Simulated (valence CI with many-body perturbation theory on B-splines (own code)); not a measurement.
Hg73+: magnetic and hyperfine properties of the levels

Calculated by configuration interaction combined with many-body perturbation theory (CI+MBPT): five valence electrons over a frozen Dirac-Fock core [He], radial functions for each j: 9 s, 9 p, 8 d, 6 f, 3 g, 1 h, with the one-electron correlation potential Σ1 (screened to all orders), the two-electron term Σ2, the three-electron term Σ3, Breit, model QED; selected single and double excitations, second order for the rest (own B-spline code, finite nucleus).

The last digits are not significant, and no measured levels were compared; by estimate large intervals hold to a few tenths of a per cent, small ones and those within an open d or f shell to about a per cent. Among the levels kept, up to 1200 cm⁻¹ of a level comes from second order outside the variational space, and about a tenth of that is noise between levels of different J, which matters for small intervals.

A/g_I is the dipole constant over the nuclear g factor μ/I (μ in nuclear magnetons, uniformly magnetised nucleus), B/Q the quadrupole constant per barn. Both hold the static response of the core; the bare values leave it out. Large factors of s and p1/2 electrons are usually good to 5 to 10 %; those of open d and f shells near neutrality can be off by tens of per cent, and small factors of p3/2, d and f electrons come from cancelling terms and can be off by a factor of two or in sign, in half-filled shells by more. B is blank for J = 1/2, where it vanishes, and for nearly pure S terms. Energies count from the lowest level.

Levels are named by their leading jj configuration (3d3/2^4 stands for four electrons in 3d with j = 3/2), which in mixed levels can hold well under half, so a name can repeat and another be missing. Letters in brackets count levels of one name in rising energy.

| Level | E (eV) | g | A/g_I (MHz) | A/g_I bare | B/Q (MHz/b) | B/Q bare |
| --- | --- | --- | --- | --- | --- | --- |
| (2s^2 2p1/2^2 2p3/2) J=3/2 | 0 | 1.302 | 1060000 | 1080000 | 2100000 | 2110000 |
| (2s^2 2p1/2 2p3/2^2) J=3/2 | 2003 | 1.428 | -908000 | -874000 | 90100 | 90200 |
| (2s^2 2p1/2 2p3/2^2) J=5/2 | 2026 | 1.154 | 3060000 | 3070000 | -5240 | -5250 |
| (2s^2 2p1/2 2p3/2^2) J=1/2 | 2087 | 0.606 | 1.10e+07 | 1.10e+07 |  |  |
| (2s 2p1/2^2 2p3/2^2) J=5/2 | 2397 | 1.432 | 7430000 | 7390000 | 213000 | 213000 |
| (2s 2p1/2^2 2p3/2^2) J=1/2 | 2515 | 1.975 | 3.29e+07 | 3.26e+07 |  |  |
| (2s 2p1/2^2 2p3/2^2) J=3/2 | 2517 | 1.162 | -5330000 | -5220000 | -181000 | -181000 |
| (2s^2 2p3/2^3) J=3/2 | 4096 | 1.282 | 1090000 | 1110000 | -2200000 | -2200000 |
| (2s 2p1/2 2p3/2^3) J=3/2 [a] | 4432 | 1.583 | 7520000 | 7470000 | -1680000 | -1680000 |
| (2s 2p1/2 2p3/2^3) J=5/2 | 4474 | 1.276 | 9470000 | 9410000 | -2370000 | -2370000 |
| (2s 2p1/2 2p3/2^3) J=1/2 | 4550 | 1.331 | -1.29e+07 | -1.27e+07 |  |  |
| (2s 2p1/2 2p3/2^3) J=3/2 [b] | 4557 | 0.994 | 163000 | 217000 | -725000 | -726000 |
| (2p1/2^2 2p3/2^3) J=3/2 | 4991 | 1.292 | 1020000 | 1070000 | -2140000 | -2140000 |
| (2s 2p3/2^4) J=1/2 | 6575 | 1.886 | 3.32e+07 | 3.28e+07 |  |  |
| (2p1/2 2p3/2^4) J=1/2 | 7028 | 0.606 | 1.10e+07 | 1.10e+07 |  |  |
| (2s^2 2p1/2^2 3s) J=1/2 | 10296 | 1.984 | 9490000 | 9420000 |  |  |
| (2s^2 2p1/2^2 3p1/2) J=1/2 | 10416 | 0.641 | 3280000 | 3260000 |  |  |
| (2s^2 2p1/2^2 3p3/2) J=3/2 | 11023 | 1.317 | 314000 | 323000 | 644000 | 645000 |
| (2s^2 2p1/2^2 3d3/2) J=3/2 | 11122 | 0.780 | 182000 | 182000 | 115000 | 115000 |
| (2s^2 2p1/2^2 3d5/2) J=5/2 | 11284 | 1.184 | 65000 | 65000 | 115000 | 115000 |
| (2s^2 2p1/2 2p3/2 3s) J=3/2 [a] | 12320 | 1.647 | 1860000 | 1860000 | 1370000 | 1370000 |
| (2s^2 2p1/2 2p3/2 3s) J=1/2 | 12331 | 1.288 | -5060000 | -4990000 |  |  |
| (2s^2 2p1/2 2p3/2 3s) J=5/2 | 12339 | 1.296 | 4770000 | 4760000 | 2070000 | 2070000 |
| (2s^2 2p1/2 2p3/2 3s) J=3/2 [b] | 12347 | 0.942 | 2770000 | 2790000 | 1210000 | 1210000 |
| (2s^2 2p1/2 2p3/2 3p1/2) J=1/2 | 12437 | 1.726 | -2980000 | -2920000 |  |  |
| (2s^2 2p1/2 2p3/2 3p1/2) J=3/2 [a] | 12443 | 1.118 | 2160000 | 2170000 | 427000 | 428000 |
| (2s^2 2p1/2 2p3/2 3p1/2) J=5/2 | 12456 | 1.032 | 3530000 | 3530000 | 2060000 | 2060000 |
| (2s^2 2p1/2 2p3/2 3p1/2) J=3/2 [b] | 12506 | 1.294 | 1650000 | 1670000 | 2100000 | 2110000 |
| (2s 2p1/2^2 2p3/2 3s) J=5/2 | 12667 | 1.576 | 9120000 | 9060000 | 2120000 | 2130000 |
| (2s 2p1/2^2 2p3/2 3s) J=3/2 [a] | 12700 | 1.409 | 1.02e+07 | 1.01e+07 | 1150000 | 1150000 |
| (2s 2p1/2^2 2p3/2 3s) J=1/2 | 12775 | 0.823 | -1.23e+07 | -1.22e+07 |  |  |
| (2s 2p1/2^2 2p3/2 3s) J=3/2 [b] | 12785 | 1.365 | -2740000 | -2670000 | 1530000 | 1530000 |
| (2s 2p1/2^2 2p3/2 3p1/2) J=3/2 [a] | 12798 | 1.643 | 1.03e+07 | 1.02e+07 | 1470000 | 1470000 |
| (2s 2p1/2^2 2p3/2 3p1/2) J=5/2 | 12798 | 1.314 | 7890000 | 7840000 | 2090000 | 2090000 |
| (2s 2p1/2^2 2p3/2 3p1/2) J=1/2 | 12894 | 1.257 | -1.03e+07 | -1.01e+07 |  |  |
| (2s 2p1/2^2 2p3/2 3p1/2) J=3/2 [b] | 12896 | 0.956 | -3590000 | -3510000 | 1200000 | 1200000 |
| (2s^2 2p1/2 2p3/2 3p3/2) J=5/2 [a] | 13035 | 1.401 | -703000 | -681000 | 2250000 | 2250000 |
| (2s^2 2p1/2 2p3/2 3p3/2) J=1/2 [a] | 13039 | 1.548 | -2820000 | -2790000 |  |  |
| (2s^2 2p1/2 2p3/2 3p3/2) J=3/2 [a] | 13044 | 1.112 | 3570000 | 3570000 | -1340000 | -1340000 |
| (2s^2 2p1/2 2p3/2 3p3/2) J=7/2 | 13051 | 1.207 | 2180000 | 2190000 | 2740000 | 2740000 |

(1) Take the isotope of mass number 199, with I = 1/2, μ = 0.5039 μN. What is the hyperfine structure of (2s^2 2p1/2 2p3/2^2) J=1/2?

Answers

(1) From the table A = 1.11e+07 MHz. Shifts from the centre of gravity in MHz: F = 0: -8320000, F = 1: 2780000.
